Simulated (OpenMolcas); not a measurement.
Re3+: moving or changing the point charges

Re3+ among 8 point charges of -1.2 e arranged as a cube (Oh), 1.8 Å from the ion.
```
   1.0392    1.0392    1.0392  -1.20
   1.0392    1.0392   -1.0392  -1.20
   1.0392   -1.0392    1.0392  -1.20
   1.0392   -1.0392   -1.0392  -1.20
  -1.0392    1.0392    1.0392  -1.20
  -1.0392    1.0392   -1.0392  -1.20
  -1.0392   -1.0392    1.0392  -1.20
  -1.0392   -1.0392   -1.0392  -1.20
```

```yaml
Program: OpenMolcas
Method: CASSCF
Basis: ANO-RCC-VDZP [7s6p4d2f1g]
Scalar_Hamiltonian: DKH2, point nucleus
Active_space: 4 electrons in 5 orbitals (5d)
State_averaging: 2S+1 = 5 even, 5 roots; 2S+1 = 3 even, 45 roots; 2S+1 = 1 even, 50 roots
Spin-orbit_coupling: RASSI with atomic mean-field integrals over the reference wave functions
```

Runs around this geometry, states (labels of O, the rotations of Oh). Energies in cm-1 above the lowest state or level, χT in cm3 K/mol; under a threefold ground state the first gap can be a small split of the lowest multiplet, not the spin-orbit step; 10Dq and B are least-squares fits to the states below 45000 cm-1, weighted by degeneracy, with a free offset, and given where the rms deviation is under 5 % of |10Dq| (or 100 cm-1) and under 700 cm-1; 10Dq is negative for this site.

```json
{"R (Å)": "1.8", "q (e)": "-0.96", "Ground state": "5T2", "First state of that spin": "5E 11608", "10Dq": "-11973", "B (rms of fit)": "755 (150)", "First gap with spin-orbit (degeneracies)": "4090 (1, 3)", "χT at 300 K": "0.101", "First state of another spin": "1A1 2221"}
{"R (Å)": "1.8", "q (e)": "-1.2", "Ground state": "1A1", "First state of that spin": "1T1 13029", "10Dq": "-15341", "B (rms of fit)": "730 (199)", "First gap with spin-orbit (degeneracies)": "5933 (1, 3)", "χT at 300 K": "0.080", "First state of another spin": "5T2 4231"}
{"R (Å)": "1.89", "q (e)": "-1.2", "Ground state": "5T2", "First state of that spin": "5E 11997", "10Dq": "-12399", "B (rms of fit)": "755 (174)", "First gap with spin-orbit (degeneracies)": "4263 (1, 3)", "χT at 300 K": "0.098", "First state of another spin": "1A1 1554"}
```

Taking |10Dq| as R^-n, n = -ln(12399 / 15341) / ln(1.89 / 1.8) = 4.4 between the shortest and longest distance. The point-charge formula for a cubic d site gives n = 5.

Scaling the charges by -0.96 / -1.2 = 0.80 scales |10Dq| by 11973 / 15341 = 0.78; with fixed orbitals a first-order splitting would follow the charge.

The ground state changes within this set.

Without dynamic correlation the repulsion within the d shell is too large (B by tens of per cent), so at a given field states of lower spin stand too high. Spin-orbit coupling mixes the spin-free states strongly: the lowest level takes only 39 % from its leading state, 5T2 (figures for R = 1.8, q = -0.96; the like holds for R = 1.8, q = -1.2, R = 1.89, q = -1.2). This shell can be high or low spin here, a state of another spin lies low, and with metal d orbitals alone active their balance is uncertain, so the ground spin may be wrong (holds for R = 1.8, q = -0.96; R = 1.89, q = -1.2). Point charges give a weaker field than real ligands, and real ions of this kind are as a rule low spin; the high spin found here belongs to the model (holds for R = 1.8, q = -0.96; R = 1.89, q = -1.2). This shell can be high or low spin here, a state of another spin lies low, and with metal d orbitals alone active their balance is uncertain, so the ground spin may be wrong, although the usual error favours high spin (holds for R = 1.8, q = -1.2). Point charges carry no covalency, so the field is a model and not that of real ligands. No measured value stands beside these numbers.
